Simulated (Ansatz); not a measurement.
Saddle point of Si₂H₄ClOF₃, closed shell (Si₂H₃ClOF₂ ([F][Si]([F])([Cl])[O][SiH3]) + HF → SiClF₃ ([F][Si]([F])([F])[Cl]) + SiH₄O ([OH][SiH3]); bonds formed: Si1–F8, O2–H7; bonds broken: Si1–O2, H7–F8), PBE0-D4/def2-TZVP structure:

Si1  (-0.338, 0.702, 1.149)
O2  (0.220, 0.213, -0.424)
Si3  (0.158, -1.227, -1.310)
F4  (-1.031, -0.730, 1.407)
F5  (-1.627, 1.610, 1.228)
Cl6  (0.951, 0.731, 2.712)
H7  (0.635, 1.290, -0.461)
F8  (0.567, 2.161, 0.359)
H9  (0.890, -0.922, -2.558)
H10  (-1.258, -1.548, -1.576)
H11  (0.832, -2.281, -0.527)
(Å)

Energies are electronic, without zero-point energy. Barriers and step energies count from the start structure reached by relaxing down the imaginary mode; all methods use the PBE0-D4 structures, on which another method's saddle can fall below an end. Program: Ansatz 0.2.0. Basis: def2-TZVPP, with def2-QZVPP for the basis limit. Cores are frozen in the correlated methods. B3LYP uses VWN-RPA correlation. Extrapolation: Hartree–Fock as exp(−7.88 √X), correlation as X^−2.97.

| method | barrier (kJ/mol) | step energy (kJ/mol) |
| --- | --- | --- |
| SPW92 | ? | -7.6 |
| PBE-D4 | 80.4 | -10.3 |
| BLYP-D4 | ? | -10.3 |
| r2SCAN-D4 | 82.4 | -16.4 |
| B97M-V | 98.2 | -21.3 |
| PBE0-D4 | 90.3 | -9.5 |
| B3LYP-D4 | 101.8 | -10.2 |
| r2SCAN0-D4 | 90.3 | -14.0 |
| BHLYP-D4 | 111.5 | -10.4 |
| CAM-B3LYP-D4 | 93.4 | -12.0 |
| wB97X-V | 92.0 | -13.7 |
| wB97M-V | ? | -14.0 |
| B2PLYP | 101.4 | -12.8 |
| PBE-QIDH | 95.6 | -9.6 |
| RPA on PBE | 100.9 | -11.7 |
| HF | 150.0 | -18.5 |
| MP2 | 99.3 | -7.9 |
| CCSD | 109.6 | -11.2 |
| CCSD(T) | 102.0 | -10.0 |

Fill in the withheld barriers. (To be estimated.)

By the calculation: wB97M-V 89.0; SPW92 39.0; BLYP-D4 97.5 kJ/mol. Each is the energy of the saddle less that of the start structure, by the same method.

For comparison, the barrier by CCSD(T) at an estimated basis limit (MP2 extrapolated from triple and quadruple zeta, plus CCSD(T) − MP2 in triple zeta) is 101.8 kJ/mol.

No T1 diagnostic of these runs exceeds 0.012.

Steps of this kind, hydrogen fluoride cutting a network bond, underlie vapour etching and the fluorination step of atomic layer etching. Here a small cluster stands in for the surface site.

Labels in which every atom is bracketed show which atoms are joined, not bond orders.

For scale, one of the runs: CCSD(T)/def2-TZVPP, 306 basis functions, launched by `ansatz run in.yaml --threads 4 --pin off --events-out ev --progress --plain --max-ram 66560MiB --backend cuda --devices 0, --max-vram 37GiB`. The run took 15 s on 4 CPU threads of an AMD EPYC 7R13 and a share of one NVIDIA H100 (shared host), with 0.84 GiB of host memory at its peak.
